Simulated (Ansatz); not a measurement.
`[CH3][Zn][Se]C(F)(F)F` + `COB(O)O` → `C[O][Zn][CH3]` + `OB(O)[Se]C(F)(F)F`  (redistribution)

Calculated with Ansatz (gas phase, PBE0-D4/def2-TZVP geometries, no zero-point term in ΔE). CCSD(T)/CBS adds triple-zeta CCSD(T) − MP2 to the extrapolated MP2 energy (def2 sets, frozen cores). Functionals use def2-TZVPP. For Se, Zn outer-core shells are correlated without core-valence functions, which leaves a few kJ/mol of doubt a bond. Scalar relativity is left out up to krypton. One conformer a species, not always the lowest.

```
                species  PBE energy (Eh)
`[CH3][Zn][Se]C(F)(F)F`      -4557.69718
              `COB(O)O`       -291.58062
        `C[O][Zn][CH3]`      -1934.04609
    `OB(O)[Se]C(F)(F)F`      -2915.17861
```

Work out ΔE.

ΔE = (-1934.04609) + (-2915.17861) − (-4557.69718) − (-291.58062) = 0.05310 Eh = +139.4 kJ/mol. CCSD(T)/CBS gives +153.3 kJ/mol.

Largest T1 diagnostic among the species: 0.015.

In def2-TZVPP, CCSD(T) changes the Hartree–Fock value by −36.7 kJ/mol (the triples alone add −5.3 kJ/mol) and MP2 by −40.8 kJ/mol. From PBE to PBE0 (25 % exact exchange), in def2-TZVPP and without D4, ΔE moves by +14.1 kJ/mol.
